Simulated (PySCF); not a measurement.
Level of theory: TPSSh-D3(BJ)/def2-TZVP // PBE0-D3(BJ)/def2-TZVP in PySCF. Isolated molecules, 0 K electronic values unless said otherwise. One relaxed conformer stands for a flexible species; it need not be the lowest. Excitations are Tamm–Dancoff values on a coarser integration grid. The basis has no diffuse functions, so Rydberg states are missing or too high.

Reference species (SMILES): `[OH][Ga]([OH])[SiH3]` (H–O–Ga–Si torsion -179°, Si–Ga–O–H torsion -1°) (neutral, multiplicity 1).

```yaml
T1 excitation (TDA): 4.98 eV
HOMO–LUMO gap: 6.14 eV
HOMO: -7.55 eV
LUMO: -1.42 eV
```

Changed species: `[OH][Ga]([OH])[OH]` (0 of 3 OH replaced by SiH3; the reference has 1 of 3 OH replaced by SiH3).

Task: Predict the effect on the T1 excitation (TDA), HOMO–LUMO gap, HOMO and LUMO.

Result: the T1 excitation (TDA) rises by 0.78 eV, to 5.76 eV; the HOMO–LUMO gap goes up by 0.59 eV, to 6.73 eV; the HOMO drops by 0.43 eV, to -7.98 eV; the LUMO goes up by 0.16 eV, to -1.26 eV.
